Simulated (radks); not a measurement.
Fractional charge and spin in the 4d shell of tin: the spin-up occupation runs from 4 to 5 and the spin-down occupation from 4 to 5; the fullest corner is Sn3+, [Kr] 5s(up 0.5, down 0.5) 4d(up 5, down 5). All-electron calculation, scalar-relativistic Kohn-Sham, SCAN, spin-polarised, spherical densities, finite nucleus; meta-GGA in the generalised Kohn-Sham scheme; Fermi nuclear charge, rms radius of each element as measured or else 0.836 A^(1/3) + 0.57 fm. Program: a radial shooting solver on a logarithmic mesh with Libxc functionals. Energy (eV) above the fullest corner. The planes named below are the two flat planes that join the four corners, with an edge along up + down = one added electron.

down \ up        4     4.25      4.5    4.75       5
4          147.908  125.279  103.822  83.500  64.351
4.25       125.279  103.902   83.680  64.601  46.636
4.5        103.822   83.680   64.677  46.782  30.008
4.75        83.500   64.601   46.782  30.108  14.496
5           64.351   46.636   30.008  14.496   0.000

Corners above the fullest one (they belong to Sn4+ and the next ion): (up 5, down 4) 64.351 eV, (up 4, down 5) 64.351 eV, (up 4, down 4) 147.91 eV. With half an added electron in each spin the energy lies 0.327 eV from the planes, and with half an added electron in spin up alone -2.307 eV. The planes are only a guide here: the flat-plane condition holds for ground states with one frontier orbital, while this shell lies below other occupied shells, so the corners above the fullest one are inner-hole states and not the ground states of those ions.
